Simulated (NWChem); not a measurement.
System: C$_{4}$H$_{4}$F$_{2}$; SMILES FC1=CC[C@H]1F

The following NWChem deck was run.

```
start job
memory heap 200 mb stack 900 mb global 1100 mb
geometry units angstroms noautoz
  F      0.780071     1.819648    -0.028479
  C     -0.008174     0.746760    -0.002612
  C     -1.299988     0.538591    -0.270206
  C     -1.192256    -0.949206     0.055275
  C      0.294879    -0.653133     0.450818
  F      1.253138    -1.344675    -0.267381
  H     -2.130662     1.171763    -0.557579
  H     -1.255169    -1.623868    -0.804130
  H     -1.830015    -1.320741     0.866017
  H      0.521684    -0.772259     1.516393
end
basis spherical
  * library 6-31g*
end
dft
  xc b3lyp
  iterations 150
end
tddft
  cis
  nroots 6
  notriplet
end
task tddft energy
```

Output (shortened):

```
             Northwest Computational Chemistry Package (NWChem) 7.3.0
             --------------------------------------------------------

 C1  symmetry detected

                             Geometry "geometry" -> ""
                             -------------------------

 Output coordinates in angstroms (scale by  1.889725989 to convert to a.u.)

  No.       Tag          Charge          X              Y              Z
 ---- ---------------- ---------- -------------- -------------- --------------
    1 F                    9.0000     0.81207659     1.80604195     0.00468357
    2 C                    6.0000     0.00029339     0.75056910     0.01322925
    3 C                    6.0000    -1.29497986     0.57477421    -0.26079206
    4 C                    6.0000    -1.22106342    -0.91947536     0.04390213
    5 C                    6.0000     0.27103301    -0.66192281     0.44763338
    6 F                    9.0000     1.21598291    -1.36428029    -0.27766941
    7 H                    1.0000    -2.11061748     1.23012420    -0.54143592
    8 H                    1.0000    -1.29623273    -1.58041388    -0.82512818
    9 H                    1.0000    -1.86931176    -1.28821269     0.84757137
   10 H                    1.0000     0.49192779    -0.80102337     1.51202905

 Effective nuclear repulsion energy (a.u.)     229.1692127916

                                 NWChem DFT Module
                                 -----------------

 Summary of "ao basis" -> "ao basis" (spherical)
 ------------------------------------------------------------------------------
       Tag                 Description            Shells   Functions and Types
 ---------------- ------------------------------  ------  ---------------------
 F                           6-31g*                  6       14   3s2p1d
 C                           6-31g*                  6       14   3s2p1d
 H                           6-31g*                  2        2   2s

            General Information
            -------------------
          SCF calculation type: DFT
          Wavefunction type:  closed shell.
          No. of atoms     :    10
          No. of electrons :    46
           Alpha electrons :    23
            Beta electrons :    23
          Charge           :     0
          Spin multiplicity:     1
          Use of symmetry is: off; symmetry adaption is: off
          Maximum number of iterations: 150
          AO basis - number of functions:    92
                     number of shells:    44
          Convergence on energy requested:  1.00D-06
          Convergence on density requested:  1.00D-05
          Convergence on gradient requested:  5.00D-04

              XC Information
              --------------
                         B3LYP Method XC Potential
                     Hartree-Fock (Exact) Exchange  0.200
                        Slater Exchange Functional  0.800 local
                    Becke 1988 Exchange Functional  0.720 non-local
              Lee-Yang-Parr Correlation Functional  0.810
                  VWN I RPA Correlation Functional  0.190 local

             Grid Information
             ----------------
          Grid used for XC integration:  medium
          Radial quadrature: Mura-Knowles
          Angular quadrature: Lebedev.
          Tag              B.-S. Rad. Rad. Pts. Rad. Cut. Ang. Pts.
          ---              ---------- --------- --------- ---------
          F                   0.50       49          11.0       434
          C                   0.70       49           9.0       434
          H                   0.35       45          10.0       434
          Grid pruning is: on
          Number of quadrature shells:   474
          Spatial weights used:  Erf1

      Superposition of Atomic Density Guess
      -------------------------------------

 Sum of atomic energies:        -351.37861080

      Non-variational initial energy
      ------------------------------

 Total energy =    -354.387879
 1-e energy   =    -938.243322
 2-e energy   =     354.686230
 HOMO         =      -0.260801
 LUMO         =       0.054072

   convergence    iter        energy       DeltaE   RMS-Dens  Diis-err
 ---------------- ----- ----------------- --------- --------- ---------
 d= 0,ls=0.0,diis     1   -354.3233114277 -5.83D+02  1.53D-02  9.58D-01
 d= 0,ls=0.0,diis     2   -354.2754668677  4.78D-02  8.55D-03  1.68D+00
 d= 0,ls=0.0,diis     3   -354.4293019278 -1.54D-01  1.48D-03  4.97D-02
 d= 0,ls=0.0,diis     4   -354.4332437721 -3.94D-03  6.11D-04  4.08D-03
 d= 0,ls=0.0,diis     5   -354.4336225977 -3.79D-04  2.55D-04  1.11D-03
  Resetting Diis
 d= 0,ls=0.0,diis     6   -354.4337473665 -1.25D-04  7.76D-05  6.51D-05
 d= 0,ls=0.0,diis     7   -354.4337553626 -8.00D-06  1.99D-05  1.38D-06
 d= 0,ls=0.0,diis     8   -354.4337552394  1.23D-07  1.24D-05  2.62D-06
 d= 0,ls=0.0,diis     9   -354.4337555075 -2.68D-07  2.28D-06  7.61D-08

         Total DFT energy =     -354.433755507457
      One electron energy =     -941.374142326095
           Coulomb energy =      401.938770603831
    Exchange-Corr. energy =      -44.167596576756
 Nuclear repulsion energy =      229.169212791562

 Numeric. integr. density =       46.000001968868

                       DFT Final Molecular Orbital Analysis
                       ------------------------------------

 Vector   21  Occ=2.000000D+00  E=-3.259450D-01
              MO Center=  1.5D-01, -7.0D-01,  1.2D-01, r^2= 2.8D+00
   Bfn.  Coefficient  Atom+Function         Bfn.  Coefficient  Atom+Function
  ----- ------------  ---------------      ----- ------------  ---------------
    75      0.334207   6 F  pz               73      0.264685   6 F  px
    79      0.239031   6 F  pz               61     -0.227692   5 C  pz
    92     -0.224512  10 H  s                45      0.212476   4 C  px
    59     -0.198135   5 C  px               77      0.193903   6 F  px
    91     -0.186311  10 H  s                86      0.156753   7 H  s

 Vector   22  Occ=2.000000D+00  E=-3.231053D-01
              MO Center=  3.5D-01, -4.5D-01,  3.3D-02, r^2= 2.6D+00
   Bfn.  Coefficient  Atom+Function         Bfn.  Coefficient  Atom+Function
  ----- ------------  ---------------      ----- ------------  ---------------
    74      0.354097   6 F  py               60     -0.268380   5 C  py
    78      0.262052   6 F  py               45      0.238323   4 C  px
    73      0.213029   6 F  px                4     -0.204893   1 F  py
    18      0.201541   2 C  py               20     -0.195066   2 C  s
    59     -0.157288   5 C  px               77      0.155131   6 F  px

 Vector   23  Occ=2.000000D+00  E=-2.603765D-01
              MO Center= -5.9D-01,  5.0D-01, -1.1D-01, r^2= 2.3D+00
   Bfn.  Coefficient  Atom+Function         Bfn.  Coefficient  Atom+Function
  ----- ------------  ---------------      ----- ------------  ---------------
    33      0.373792   3 C  pz               19      0.343541   2 C  pz
    37      0.293767   3 C  pz                5     -0.239814   1 F  pz
     9     -0.187487   1 F  pz               23      0.179373   2 C  pz
    90     -0.147848   9 H  s                88      0.131773   8 H  s
    87      0.107833   8 H  s                47     -0.103976   4 C  pz

[...]

                                NWChem TDDFT Module
                                -------------------

            General Information
            -------------------
           No. of orbitals :     184
            Alpha orbitals :      92
             Beta orbitals :      92
        Alpha frozen cores :       0
         Beta frozen cores :       0
     Alpha frozen virtuals :       0
      Beta frozen virtuals :       0
         Spin multiplicity :       1
    Number of AO functions :      92
        Use of symmetry is : off
      Symmetry adaption is : off
         Schwarz screening :  0.10D-07

              XC Information
              --------------
                  B3LYP Method XC Potential
              Hartree-Fock (Exact) Exchange   0.20
                 Slater Exchange Functional   0.80 local
             Becke 1988 Exchange Functional   0.72 non-local
       Lee-Yang-Parr Correlation Functional   0.81
           VWN I RPA Correlation Functional   0.19 local

             TDDFT Information
             -----------------
          Calculation type : Tamm-Dancoff TDDFT
         Wavefunction type : Restricted singlets
          No. of electrons :      46
           Alpha electrons :      23
            Beta electrons :      23
              No. of roots :       6
          Max subspacesize :    5200
            Max iterations :     100
               Target root :       1
           Target symmetry : none
      Symmetry restriction : off
                 Algorithm : Optimal
        Davidson threshold :  0.10D-03

    6 smallest eigenvalue differences (eV)
--------------------------------------------------------
  No. Spin  Occ  Vir  Irrep   E(Occ)    E(Vir)   E(Diff)
--------------------------------------------------------
    1    1   23   24 a        -0.260     0.006     7.255
    2    1   22   24 a        -0.323     0.006     8.962
    3    1   21   24 a        -0.326     0.006     9.039
    4    1   23   25 a        -0.260     0.107    10.009
    5    1   23   26 a        -0.260     0.120    10.358
    6    1   20   24 a        -0.384     0.006    10.609
--------------------------------------------------------

  Entering Davidson iterations
  Restricted singlet excited states

  Iter   NTrls   NConv    DeltaV     DeltaE      Time
  ----  ------  ------  ---------  ---------  ---------
    1      6       0     0.22E+00   0.10+100        6.7
    2     12       0     0.23E-01   0.39E-01        7.0
    3     18       0     0.89E-02   0.95E-03        6.1
    4     24       0     0.35E-02   0.19E-03        7.1
    5     30       1     0.17E-02   0.34E-04        6.6
    6     35       4     0.76E-03   0.83E-05        6.3
    7     37       5     0.19E-03   0.77E-06        3.7
    8     38       6     0.88E-04   0.51E-07        3.1
  ----  ------  ------  ---------  ---------  ---------
  Convergence criterion met

  Ground state a        -354.433755507457 a.u.

  ----------------------------------------------------------------------------
  Root   1 singlet a              0.277351163 a.u.                7.5471 eV
  ----------------------------------------------------------------------------
     Transition Moments    X  0.56920   Y  0.00891   Z  0.08038
     Dipole Oscillator Strength                    0.0611161861
     Electric Quadrupole                           0.0000000906
     Magnetic Dipole                               0.0000013394
     Total Oscillator Strength                     0.0611176161

     Occ.   18  a   ---  Virt.   24  a       -0.06588
     Occ.   20  a   ---  Virt.   24  a        0.09085
     Occ.   21  a   ---  Virt.   24  a        0.14351
     Occ.   22  a   ---  Virt.   24  a        0.80704
     Occ.   23  a   ---  Virt.   24  a        0.53150
     Occ.   23  a   ---  Virt.   26  a       -0.06478
  ----------------------------------------------------------------------------
  Root   2 singlet a              0.281172205 a.u.                7.6511 eV
  ----------------------------------------------------------------------------
     Transition Moments    X  0.56249   Y -0.03054   Z  0.28027
     Dipole Oscillator Strength                    0.0742059737
     Electric Quadrupole                           0.0000001888
     Magnetic Dipole                               0.0000011053
     Total Oscillator Strength                     0.0742072678

     Occ.   19  a   ---  Virt.   24  a       -0.10252
     Occ.   21  a   ---  Virt.   24  a        0.69592
     Occ.   22  a   ---  Virt.   24  a       -0.47488
     Occ.   23  a   ---  Virt.   24  a        0.48292
     Occ.   23  a   ---  Virt.   26  a       -0.09071
  ----------------------------------------------------------------------------
  Root   3 singlet a              0.287230144 a.u.                7.8159 eV
  ----------------------------------------------------------------------------
     Transition Moments    X -0.67674   Y -0.08948   Z -0.09593
     Dipole Oscillator Strength                    0.0909906884
     Electric Quadrupole                           0.0000002027
     Magnetic Dipole                               0.0000006245
     Total Oscillator Strength                     0.0909915156

     Occ.   18  a   ---  Virt.   24  a        0.11150
     Occ.   20  a   ---  Virt.   29  a       -0.05698
     Occ.   21  a   ---  Virt.   24  a        0.69232
     Occ.   22  a   ---  Virt.   24  a        0.32087
     Occ.   22  a   ---  Virt.   26  a       -0.06254
     Occ.   23  a   ---  Virt.   24  a       -0.58289
     Occ.   23  a   ---  Virt.   26  a        0.13217
  ----------------------------------------------------------------------------
  Root   4 singlet a              0.324958695 a.u.                8.8426 eV
  ----------------------------------------------------------------------------
     Transition Moments    X -0.10995   Y -0.02887   Z  0.33263
     Dipole Oscillator Strength                    0.0267685214
     Electric Quadrupole                           0.0000002063
     Magnetic Dipole                               0.0000010254
     Total Oscillator Strength                     0.0267697532

     Occ.   20  a   ---  Virt.   24  a       -0.20015
     Occ.   23  a   ---  Virt.   25  a       -0.92872
     Occ.   23  a   ---  Virt.   26  a        0.26464
     Occ.   23  a   ---  Virt.   27  a        0.05489
     Occ.   23  a   ---  Virt.   28  a        0.06027
     Occ.   23  a   ---  Virt.   29  a       -0.08879
     Occ.   23  a   ---  Virt.   30  a       -0.08181
  ----------------------------------------------------------------------------
  Root   5 singlet a              0.330755561 a.u.                9.0003 eV
  ----------------------------------------------------------------------------
     Transition Moments    X -0.14845   Y  0.00521   Z  0.17767
     Dipole Oscillator Strength                    0.0118256993
     Electric Quadrupole                           0.0000000991
     Magnetic Dipole                               0.0000027300
     Total Oscillator Strength                     0.0118285283

     Occ.   20  a   ---  Virt.   24  a        0.94608
     Occ.   22  a   ---  Virt.   24  a       -0.07564
     Occ.   23  a   ---  Virt.   24  a       -0.05550
     Occ.   23  a   ---  Virt.   25  a       -0.21667
     Occ.   23  a   ---  Virt.   27  a       -0.14544
     Occ.   23  a   ---  Virt.   30  a       -0.10945
  ----------------------------------------------------------------------------
  Root   6 singlet a              0.344898195 a.u.                9.3852 eV
  ----------------------------------------------------------------------------
     Transition Moments    X -0.28904   Y -0.47803   Z  0.04828
     Dipole Oscillator Strength                    0.0722876875
     Electric Quadrupole                           0.0000001857
     Magnetic Dipole                               0.0000004663
     Total Oscillator Strength                     0.0722883395

     Occ.   20  a   ---  Virt.   24  a       -0.13150
     Occ.   22  a   ---  Virt.   26  a       -0.08689
     Occ.   22  a   ---  Virt.   30  a       -0.05770
     Occ.   23  a   ---  Virt.   24  a       -0.12502
     Occ.   23  a   ---  Virt.   25  a       -0.25289
     Occ.   23  a   ---  Virt.   26  a       -0.89764
     Occ.   23  a   ---  Virt.   27  a       -0.20303
     Occ.   23  a   ---  Virt.   28  a       -0.12520

              Target root =      1
          Target symmetry = none
      Ground state energy =   -354.433755507457
        Excitation energy =      0.277351162835
     Excited state energy =   -354.156404344622

  stored tddft:energy   -354.15640434462188
```

Level: B3LYP/6-31G* (spherical d), TDA. Geometry: optimised at B3LYP/6-31G* (spherical d).
